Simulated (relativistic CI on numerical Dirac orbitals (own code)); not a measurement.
A reference radial Dirac CI calculation of Yb IV gave the lowest total energy -14042.53362 Ha in 40 SCF steps, from this input:

```
atom Yb  Z=70  charge=3  electrons=67
nucleus A=174  rms_radius_fm=5.3108
hamiltonian dirac-coulomb  breit=on  qed=on  c_scale=1
orbitals kli  potential=per-configuration
slater_scale 1
correlation none
mixing on
grid step=0.0125 r_max=64.9
scf mixing=0.4 start=green max_iterations=150 tolerance=2e-08 node_fill=0.05
configurations
  [Xe] 4f13
  [Xe] 4f12 5d
  [Xe] 4f12 6s
end
```

One setting was then changed (and the iteration limit cut to 54), and the output read:

```
SCF 1: [Xe] 4f13
 iter      energy (Ha)   residual   last orbital (Ha)
    1    -14013.907869   3.77e+00     -4.81998
    2    -14063.742465   7.87e-01     -2.95329
    3    -14065.637312   2.54e-01     -2.52048
    4    -14066.103852   1.91e-01     -2.50985
    5    -14066.171661   7.58e-02     -2.40201
    6    -14066.208769   1.01e-02     -2.41821
    7    -14066.207861   9.38e-03     -2.42456
SCF 2: [Xe] 4f12 5d
 iter      energy (Ha)   residual   last orbital (Ha)
    1    -14018.641843   3.56e+00     -2.88632
    2    -14063.241490   8.18e-01     -1.58429
    3    -14065.336434   2.34e-01     -1.24789
    4    -14065.639318   3.32e-01     -1.23339
    5    -14065.849526   1.02e-02     -1.16546
    6    -14065.843591   1.60e-02     -1.16691
    7    -14065.847825   2.70e-04     -1.16757
SCF 3: [Xe] 4f12 6s
 iter      energy (Ha)   residual   last orbital (Ha)
    1    -14020.173779   3.53e+00     -1.77701
    2    -14063.156884   8.28e-01     -1.28496
    3    -14065.266395   2.30e-01     -1.12915
    4    -14065.565105   3.24e-01     -1.11188
    5    -14065.759503   9.82e-03     -1.08018
orbital energies (Ha): 4p3/2 -13.6033  4d3/2 -8.4305  4d5/2 -8.0959  5s -3.5453  5p1/2 -2.6685  5p3/2 -2.4246  4f5/2 -1.7909  4f7/2 -1.7396
configuration averages (Ha): Dirac-Coulomb, Breit, QED
  4f13                        -14066.207861   14.141431    9.551955
  4f12 5d                     -14065.847825   14.144471    9.552482
  4f12 6s                     -14065.759503   14.147938    9.554843
levels: no., configuration, term, J, E (cm-1), weight
   1 4f13                   2F*  7/2              0.0  1.00
   2 4f13                   2F*  5/2          10142.5  1.00
   3 4f12 5d                4F   9/2          52441.7  0.88
   4 4f12 5d                2K   15/2         56548.5  0.51
   5 4f12 5d                4G   11/2         57307.1  0.83
   6 4f12 5d                4K   17/2         58397.3  0.99
   7 4f12 5d                4F   7/2          58555.7  0.73
   8 4f12 5d                4H   13/2         60755.4  0.41
   9 4f12 5d                4G   9/2          62783.5  0.54
  10 4f12 5d                2H   11/2         63302.9  0.43
  11 4f12 5d                4I   15/2         63469.7  0.82
  12 4f12 5d                4H   13/2         63719.1  0.45
  13 4f12 5d                2F   5/2          64043.3  0.40
  14 4f12 5d                2F   7/2          65024.3  0.25
lowest total energy -14042.534280 Ha
end: converged
```

Problem. Which setting was changed?
A. SCF tolerance
B. configuration list
C. speed of light
D. QED terms

Solution. A. The SCF tolerance 0.01. This setting is bad on purpose; its numbers may not be properties of the ion.
